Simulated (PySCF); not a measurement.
**Computed data sheet: GeMeH3 (`[H][Ge]([H])([H])[CH3]`)**

Compound: GeMeH3, CH6Ge.
Structure used (PBE0-D3(BJ)/def2-SVP), in Å, numbered top down from 1:
```xyz
8
CH6Ge angstrom
Ge    -0.0016    0.0033   -0.9182
C      0.0016   -0.0038    1.0345
H     -1.0272    0.0412    1.4197
H      0.5570    0.8633    1.4197
H      0.4770   -0.9198    1.4135
H      1.4419   -0.0249   -1.4582
H     -0.6981    1.2711   -1.4510
H     -0.7505   -1.2304   -1.4600
```

PBE0-D3(BJ)/def2-SVP geometry optimisation, gas phase (PySCF):

- Point group: C3v
- Rotational constants A, B, C: 53.089, 8.591, 8.591 GHz

From CAM-B3LYP/def2-SVPD ground state and vertical TDDFT (core frozen in the response) (PySCF):

* Dipole moment: 0.67 D
* HOMO energy: -10.32 eV
* LUMO energy: 0.99 eV
* HOMO–LUMO gap: 11.31 eV
* Lowest singlet excitation: 8.23 eV (151 nm, f = 0.028)
* Strongest line among the 15 lowest singlet transitions: S6 at 8.97 eV (138 nm, f = 0.442)
* Lowest triplet excitation (Tamm–Dancoff): 7.80 eV
* Static isotropic polarisability: 46.7 au
* Electronic spatial extent ⟨r²⟩ about the centre of nuclear charge: 215 bohr²

From B3LYP/pcSseg-1 (pcSseg-2 on Ge) ground state and GIAO shieldings, non-relativistic (PySCF):

- 13C chemical shifts (computed TMS as zero) by class: -8.0 (C2) ppm
- 1H chemical shifts (computed TMS as zero) by class: 3.88 (H6/H7/H8), 0.41 (H3/H4/H5) ppm
- Isotropic shieldings of nuclei other than C and H, by class: 1523 (Ge1) ppm

From PBE/pcJ-1 Ge:pcSseg-1 indirect spin-spin coupling, non-relativistic, gas phase (PySCF):

* Largest of the computed one-bond spin–spin couplings (means over like bonds): 13C–1H +125.9 (C2–H3 and 2 like it) Hz

delta-SCF UKS SCAN, pcX-2 on the ionised atom, pcseg-1 elsewhere, spin-free X2C (PySCF):

- Core binding energies: C1s 290.4 (C2) eV

Monoisotopic mass from the formula: 91.9681 u.

The dipole equals about 2.3 × 10⁻³⁰ C·m (1 D = 3.33564 × 10⁻³⁰ C·m). The largest Löwdin shares of the HOMO are 0.42 on C2 and 0.29 on Ge1. In wavenumbers S1 is 66400 cm⁻¹ (1 eV = 8065.54 cm⁻¹). The vertical singlet–triplet gap S1 − T1 is 0.43 eV (TDDFT singlet less Tamm–Dancoff triplet; S1: HOMO→LUMO, weight 0.92; T1: HOMO→LUMO, weight 0.62, beside HOMO→LUMO+1, weight 0.32). No computed singlet falls in the visible range (750 to 380 nm, 1.65 to 3.26 eV); S1 lies 4.97 eV above its blue end. The rotational constants are those of a prolate symmetric top.

 Relativistic effects, spin–orbit coupling among them, are left out (core-ionisation runs apart) although an element past zinc is present. Atoms bound to Ge lack the heavy atom's spin–orbit term in their shielding, so their NMR values are less reliable.
